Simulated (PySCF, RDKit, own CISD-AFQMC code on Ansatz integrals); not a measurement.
Constitutional and geometric isomers with formula H6OSi2. All species are isolated molecules in the gas phase. One relaxed conformer stands for each flexible species; it need not be the lowest. Strings in code marks are SMILES.

Quantity: electronic energy of isomers of H6OSi2 relative to `[SiH3]O[SiH3]`, in kJ/mol. AFQMC values (own CISD-AFQMC code on Ansatz integrals) carry a statistical error of up to ±1.22 kJ/mol (one standard error) and the bias of the phaseless constraint. Force-field values (RDKit) are differences of steric energies, which aren't made for comparing isomers with other bonds.

Level 1: frozen-core phaseless AFQMC with a CISD trial state/cc-pVDZ // B3LYP-D3(BJ)/def2-TZVP (own CISD-AFQMC code on Ansatz integrals)
Level 2: PBE-D3(BJ)/def2-TZVP // B3LYP-D3(BJ)/def2-TZVP (PySCF)
Level 3: B3LYP/6-31G* // B3LYP-D3(BJ)/def2-TZVP (PySCF)
Level 4: MMFF94, relaxed from the DFT geometry (RDKit)

| species | level 1 | level 2 | level 3 | level 4 |
|---|---|---|---|---|
| `O[SiH2][SiH3]` (H–O–Si–Si torsion 180°) | 79.9 | 84.5 | 107.7 | 289.0 |
